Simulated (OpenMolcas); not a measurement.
**V2+: moving the ligands**

V2+ with 4 ligands (sulfide) in tetrahedral coordination (Td) at 2.44 Å. A charge of +1.5 e stands 2.6 Å behind each ligand. Ligand basis ANO-RCC-VDZP.
```
V     0.0000    0.0000    0.0000
S     1.4087    1.4087    1.4087
S     1.4087   -1.4087   -1.4087
S    -1.4087    1.4087   -1.4087
S    -1.4087   -1.4087    1.4087
```

```
Program             : OpenMolcas 26.06
Method              : CASSCF
Basis               : ANO-RCC-VTZP [6s5p3d2f1g]
Scalar Hamiltonian  : DKH2, point nucleus
Active space        : 3 electrons in 5 orbitals (3d)
State averaging     : 2S+1 = 4 even, 10 roots; 2S+1 = 2 even, 40 roots
Spin-orbit coupling : state interaction with AMFI integrals over the reference wave functions
```

Runs around this geometry, states (labels of Td). Energies in cm-1 above the lowest state or level, χT in cm3 K/mol; under a threefold ground state the first gap can be a small split of the lowest multiplet, not the spin-orbit step.

```
R (Å)  Ground state  First state of that spin  First gap with spin-orbit (degeneracies)  χT at 300 K  First state of another spin
 2.32           4T1                  4T2 1069                               36.4 (4, 2)        1.615                     2E 13593
 2.44           4T1                  4T2 1024                               38.7 (4, 2)        1.612                     2E 13931
 2.61           4T1                 4T2 857.3                               45.4 (4, 2)        1.600                     2E 14295
```

Taking the first state of the same spin as R^-n, n = -ln(857.3 / 1069) / ln(2.61 / 2.32) = 1.9 between the shortest and longest distance.

An orbital triplet at a regular site is open to Jahn-Teller coupling, which can distort the site and quench the lowest spin-orbit gaps and is left out. Without dynamic correlation the repulsion within the d shell is too large (B by tens of per cent), so at a given field states of lower spin stand too high. The sulfide ions are held by bare point charges, a crude embedding. Ligand-to-metal charge-transfer states are missing. With no ligand orbital active B as a rule stays too high, so bands that hang on it stand too high and its fall with covalency is understated. With metal d orbitals alone and no dynamic correlation the field as a rule comes out too small, by tens of per cent, by up to half for chloride and softer ligands. A group larger than the point group allows holds several states that coincide in this model. No measured value stands beside these numbers; the geometry is a model, was not optimised and need not be the one that this ion takes.
